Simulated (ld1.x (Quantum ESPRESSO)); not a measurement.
# I, TM: configuration errors across variants

- Element: I
- Generator: ld1.x (Quantum ESPRESSO) 7.5
- Type: norm-conserving Troullier–Martins (Kleinman–Bylander form)
- Functional: PBE
- Relativity: scalar-relativistic
- Frozen core: [Ar] 3d10 4s2
- Valence charge: 23
- Reference configuration: 4p6 4d10 5s2 5p5
- Partial waves: 5s (bound): rc 1.30 bohr; 4p (bound): rc 1.10 bohr; 4f channel at -0.15 Ry: rc 1.00 bohr; 4d (bound): rc 1.15 bohr
- Local potential: the d channel
- Core correction: none

Occupied shells without a wave of their own: 5p. They enter only through the test configuration that unscreens the potential.

All-electron excitation energies from the reference (eV): (1) 4p6 4d10 5s2 5p4 11.131; (2) 4p6 4d10 5s2 5p3 30.977; (3) 4p6 4d10 5s2 5p2 60.305; (4) 4p5 4d10 5s2 5p5 136.399; (5) 4p6 4d10 5s2 5p4.5 4.532; (6) 4p6 4d10 5s1 5p5 22.111; (7) 4p6 4d9 5s2 5p6 45.862.

For the base: The 5p level has no wave, so the channel is fitted at the deeper level alone: the likely source of the large errors.

1 further variants failed, have other tests or too few solved ones, and are left out.

A true bound ghost makes a file unfit for plane-wave use even where its test errors are small: the radial tests pick states by their node count and pass the ghost by.

Errors AE − PS in meV (a dash: test not solved or not reliable):

| change | (1) | (2) | (3) | (4) | (5) | (6) | (7) | bound ghosts |
| --- | --- | --- | --- | --- | --- | --- | --- | --- |
| base | -261 | -630 | -1114 | -76 | -117 | -24 | +298 | s |
| wave 5s (bound): rc 1.30 bohr becomes 5s (bound): rc 1.08 bohr | -261 | -628 | -1109 | -90 | -117 | +47 | +282 | s |
| wave 5s (bound): rc 1.30 bohr becomes 5s (bound): rc 1.42 bohr | -261 | -630 | -1112 | -61 | -117 | -27 | +309 | s |
| wave 5s (bound): rc 1.30 bohr becomes 5s (bound): rc 1.58 bohr | -261 | -630 | -1112 | -76 | -117 | -30 | +302 | s |
| wave 5s (bound): rc 1.30 bohr becomes 5s (bound): rc 1.74 bohr | -261 | -630 | -1112 | – | -117 | -30 | +297 | s |
| wave 5s (bound): rc 1.30 bohr becomes 5s (bound): rc 1.88 bohr | -261 | -630 | -1113 | -82 | -117 | -30 | +299 | s |

(1) Give the same row for: wave 5s (bound): rc 1.30 bohr becomes 5s (bound): rc 1.22 bohr.

Results:

(1) -261, -631, -1117, -92, -117, -2.8, +288; bound ghosts: s.
